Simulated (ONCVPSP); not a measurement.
**Cu, ONCV: configuration errors across variants**

```json
{"Element": "copper", "Generator": "ONCVPSP 4.0.1", "Type": "optimised norm-conserving Vanderbilt (ONCV)", "Functional": "PBE", "Relativity": "scalar-relativistic", "Frozen core": "[Ne] 3s2", "Valence charge": "17", "Reference configuration": "3p6 3d10 4s1", "Partial waves": "4s: rc 2.50 bohr, ncon 5, nbas 8, qcut 3.2 1/bohr, 2 projectors, debl 1.9 Ha; 3p: rc 0.65 bohr, ncon 4, nbas 6, qcut 11.5 1/bohr, 1 projector; 3d: rc 1.60 bohr, ncon 4, nbas 8, qcut 10.2 1/bohr, 2 projectors, debl 1.5 Ha; f scattering state at 0.17 Ha: rc 2.35 bohr, ncon 3, nbas 7, qcut 4.1 1/bohr, 2 projectors, debl 1.3 Ha", "Local potential": "polynomial inside 0.45 bohr (lpopt 2, dvloc0 -1 Ha)", "Core correction": "none"}
```

All-electron excitation energies from the reference (eV): (1) 3p6 3d10 4s0 8.150; (2) 3p6 3d9 4s0 29.483; (3) 3p6 3d10 4s0.5 3.164.

2 further variants failed, have other tests or too few solved ones, and are left out.

A true bound ghost makes a file unfit for plane-wave use even where its test errors are small: the radial tests pick states by their node count and pass the ghost by.

Errors AE − PS in meV (a dash: test not solved or not reliable):

```tsv
change	(1)	(2)	(3)	bound ghosts	GHOST(+) flags above zero
base	+1.9	+19	+1.6	s, f	none
s: qcut 2	+7.0	-3.9	+2.7	s, f	none
s: qcut 2.3	+5.8	+1.6	+2.5	s, f	none
s: qcut 2.5	+5.0	+5.4	+2.3	s, f	none
s: qcut 2.8	+3.6	+12	+2.0	s, f	none
s: qcut 3.1	+2.3	+17	+1.7	s, f	none
s: qcut 3.8	+0.1	+27	+1.2	s, f	none
s: qcut 4.1	-0.5	+30	+1.1	s, f	s
```

(1) Give the same row for: s: qcut 3.5.

## Answers

(1) +0.9, +24, +1.4; bound ghosts: s, f; GHOST(+) flags above zero: none.
